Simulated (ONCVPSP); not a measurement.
iron: variants of one ONCV potential

Base potential:

Fe, optimised norm-conserving Vanderbilt (ONCV), made with ONCVPSP 4.0.1 (LDA (Perdew-Wang 92), scalar-relativistic). Core [Ar], reference 3d6 4s1 4p1. Waves: 4s: rc 2.30 bohr, ncon 4, nbas 7, qcut 3.6 1/bohr, 1 projector; 4p: rc 3.40 bohr, ncon 4, nbas 9, qcut 2 1/bohr, 2 projectors, debl 1.4 Ha; 3d: rc 1.25 bohr, ncon 4, nbas 9, qcut 13.8 1/bohr, 2 projectors, debl 3.5 Ha; f scattering state at 0.16 Ha: rc 3.70 bohr, ncon 4, nbas 8, qcut 3.3 1/bohr, 3 projectors, debl 3.6 Ha. Local part: polynomial inside 0.85 bohr (lpopt 1, dvloc0 6 Ha). Core correction: none.

All-electron outer shells of the reference configuration (LDA (PZ), scalar-relativistic, ld1.x):

| shell | level (eV) | outermost node (bohr) | outermost maximum (bohr) |
| --- | --- | --- | --- |
| 3s | -95.24 | 0.33 | 0.70 |
| 3p | -61.65 | 0.30 | 0.72 |
| 3d | -9.42 | – | 0.71 |
| 4s | -6.56 | 1.00 | 2.35 |
| 4p | -2.25 | 1.10 | 3.13 |

Cutoffs, loose and tight: the cutoffs (Ha) at which the residual kinetic energy of the hardest occupied pseudo-wave falls to 1 and 0.1 mHa per electron. They do not see the model core or the augmentation charge, which bear on the density cutoff. Test errors are all-electron minus pseudo excitation energies from the reference, over the configurations 3d6 4s2 4p0; 3d6 4s1 4p0; 3d6 4s0 4p0; 3d6 4s0 4p1. A dash means not determined; rows that change the core or the reference have their own tests. The largest error is taken over the tests solved by every variant that gives reliable tests at all: 3d6 4s0 4p1; 3d6 4s1 4p0; 3d6 4s2 4p0.

A true bound ghost makes a file unfit for plane-wave use even where its test errors are small: the radial tests pick states by their node count and pass the ghost by.

```tsv
change	outcome	cutoff, loose	cutoff, tight	bound ghosts	GHOST(+) flags above zero	largest test error (meV)
base	generated	67 Ha	76 Ha	s	p, f	+6.8
d: qcut 19.6	generated	121 Ha	138 Ha	s	p, f	+5.7
local potential polynomial inside 1.05 bohr (lpopt 3, dvloc0 0 Ha)	generated	67 Ha	76 Ha	s	p	+6.7
s: rc 3.42	generated	67 Ha	76 Ha	s	p, f	-4.0
functional PBEsol	generated	67 Ha	76 Ha	s	p, f	+5.6
f: ncon 3, nbas 7	generated	67 Ha	76 Ha	s	p, f	+6.8
p: rc 4.42	generated	67 Ha	76 Ha	s	p, f	+7.6
```

Q: What comes out with this change to the base: core [Ne] 3s2, valence charge 14; reference 3p6 3d6 4s2; waves now 4s: rc 1.80 bohr, ncon 3, nbas 7, qcut 4.2 1/bohr, 3 projectors, debl 0.5 Ha; 3p: rc 1.30 bohr, ncon 3, nbas 6, qcut 12.9 1/bohr, 2 projectors, debl 1.5 Ha; 3d: rc 1.80 bohr, ncon 3, nbas 8, qcut 7.5 1/bohr, 2 projectors, debl 2.8 Ha; f scattering state at 0.08 Ha: rc 1.95 bohr, ncon 3, nbas 7, qcut 6 1/bohr, 2 projectors, debl 3.2 Ha; local potential polynomial inside 1.15 bohr (lpopt 2, dvloc0 2 Ha)?

A: outcome: generated, projector energies reset by the program; cutoff, loose: 35 Ha; cutoff, tight: 41 Ha; bound ghosts: s; GHOST(+) flags above zero: none; largest test error (meV): -552 over the solved tests; 1 of 4 tests not solved or not reliable.
